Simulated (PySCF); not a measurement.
These 2 structures share the formula C6H12F2. Method used: PBE0-D3(BJ)/def2-SVP geometry optimisation, gas phase in PySCF 2.14.0. One conformer each; no zero-point energy, no entropy. No frequencies were run at this level. Point groups hold within 0.08 Å.

Question: Rank from lowest to highest electronic energy at this level (kJ/mol).
A. `[CH3:1][CH2:2][C@@H:3]([CH3:4])[CH2:5][CH:6]([F:7])[F:8]` with C1–C2–C3–C4 60°, C2–C3–C5–C6 170°, C3–C5–C6–F7 -59°
B. (CH3)3CCF2CH3, `CC(C)(C)C(C)(F)F`

Answer: B (0.0), A (33.6).

As drawn, the lower has a quaternary carbon, which the higher lacks.

```csv
SMILES,E (Eh),E rel (kJ/mol),dipole (D),point group,"A, B, C (MHz)"
CC(C)(C)C(C)(F)F,-434.78934,0.0,2.04,Cs,"2458, 1762, 1754"
CC[C@@H](C)CC(F)F,-434.77656,33.6,2.19,C1,"4099, 892.5, 871.7"
```

Question: How do the relative energies change in single points at CAM-B3LYP/def2-SVPD (no added dispersion term) on the same geometries?

Answer: 
| SMILES | PBE0-D3(BJ)/def2-SVP (kJ/mol) | CAM-B3LYP/def2-SVPD (kJ/mol) | shift |
| --- | --- | --- | --- |
| CC(C)(C)C(C)(F)F | 0.0 | 0.0 | 0.0 |
| CC[C@@H](C)CC(F)F | 33.6 | 29.7 | -3.9 |

Each column counts from its own lowest isomer. The order is unchanged; the largest shift is 3.9 kJ/mol.
